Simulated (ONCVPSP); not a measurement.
## u(r) = r·R(r): atom against pseudo-atom (silver (Ag))

Columns: radius, all-electron u(r) and pseudo u(r) of the 4d shell (level -43.74 eV) of silver in the configuration [Ar] 3d10 4s2 4p6 4d8; PBE, scalar-relativistic, ONCV scheme, ONCVPSP 4.0.1.

```csv
r (bohr),all-electron,pseudo
0.072,-0.1309,0.0023
0.145,-0.3880,0.0182
0.217,-0.4916,0.0576
0.290,-0.4138,0.1265
0.362,-0.2228,0.2217
0.435,0.0176,0.3393
0.507,0.2540,0.4656
0.580,0.4667,0.5929
0.652,0.6387,0.7074
0.725,0.7721,0.8047
0.798,0.8663,0.8790
0.870,0.9253,0.9285
0.942,0.9563,0.9557
1.015,0.9649,0.9634
1.088,0.9559,0.9546
1.160,0.9341,0.9332
1.232,0.9030,0.9026
1.305,0.8650,0.8648
1.378,0.8227,0.8226
1.450,0.7785,0.7784
1.522,0.7332,0.7332
1.595,0.6872,0.6871
1.668,0.6417,0.6416
1.740,0.5980,0.5979
1.812,0.5558,0.5558
1.885,0.5149,0.5148
```

(1) How many radial nodes do the two functions have?

(2) At about which radius was the pseudo-wave matched?

(3) Is the pseudo-wave norm-conserving?

Results:

(1) The all-electron 4d function has n − l − 1 = 1; the pseudo-wave has 0, since the states of the same l below it are removed with the core.

(2) 1.45 bohr. The columns agree to 0.0005 from 1.23 bohr on; several derivatives are matched, so the curves merge somewhat inside the radius.

(3) Yes: the ONCV scheme keeps the norm inside the radius equal to the all-electron one, which fixes the energy derivative of the logarithmic derivative at the level.
